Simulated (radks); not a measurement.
The numbers below are computed, except where a source is named.
Spin polarisation of the 4d5 shell in the molybdenum ion Mo+. Start: [Kr] 4d(up 2.5, down 2.5); electrons of 4d are moved from spin down to spin up, other shells keep equal spins. Level of theory: non-relativistic Kohn-Sham, SCAN, spin-polarised, spherical densities, point nucleus; meta-GGA in the generalised Kohn-Sham scheme (a radial shooting solver on a logarithmic mesh with Libxc functionals).

| moment (Bohr magnetons) | E - E(0) (eV) | e(4d up) (eV) | e(4d down) (eV) | 4p down minus up (eV) | 4s down minus up (eV) |
|---|---|---|---|---|---|
| 0 | 0.000 | -10.447 | -10.447 | 0.000 | 0.000 |
| 1 | -0.200 | -10.827 | -10.007 | 0.793 | 0.729 |
| 2 | -0.820 | -11.148 | -9.497 | 1.589 | 1.459 |
| 3 | -1.853 | -11.410 | -8.902 | 2.389 | 2.192 |
| 4 | -3.338 | -11.609 | -8.177 | 3.198 | 2.929 |

At moment 4 the spin-polarisation energy is -3.338 eV and the 4d exchange splitting 3.431 eV, that is 0.858 eV per Bohr magneton; E = -I m^2/4 would give I = 0.835 eV.
